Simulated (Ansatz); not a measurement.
`[SiH3][GeH3]` + `O[SiH2]C#[C][GeH3]` → `[GeH3][C]#[C][GeH3]` + `O[SiH2][SiH3]`  (redistribution)

Computed with Ansatz on PBE0-D4/def2-TZVP structures; ΔE is electronic, products minus reactants. CCSD(T)/CBS adds triple-zeta CCSD(T) − MP2 to the extrapolated MP2 energy (def2 sets, frozen cores). Functionals use def2-TZVPP. B3LYP here is the variant with VWN-RPA as its local correlation; programs differ in this. For Ge outer-core shells are correlated without core-valence functions, which leaves a few kJ/mol of doubt a bond. Scalar relativity is left out up to krypton. One conformer a species, not always the lowest.

```csv
level,ΔE (eV)
r2SCANh-D4,0.55
revPBE,0.49
B3LYP,0.55
r2SCANh,0.55
```

Task: What does CCSD(T)/CBS give? (Best estimate.)

Result: Computed: +0.53 eV. The listed levels differ from it by 0.02, -0.04, 0.02, 0.02 eV.

Largest T1 diagnostic among the species: 0.012.

Leaving LDA and LC-ωPBE aside and taking each functional with its dispersion term where it has one, the values, not all of them listed here, spread over 0.06 eV, from ωB97X-V to ωB97M-V. At CCSD(T), def2-SVP lies −0.04 eV from the extrapolated value and def2-TZVPP −0.04 eV.
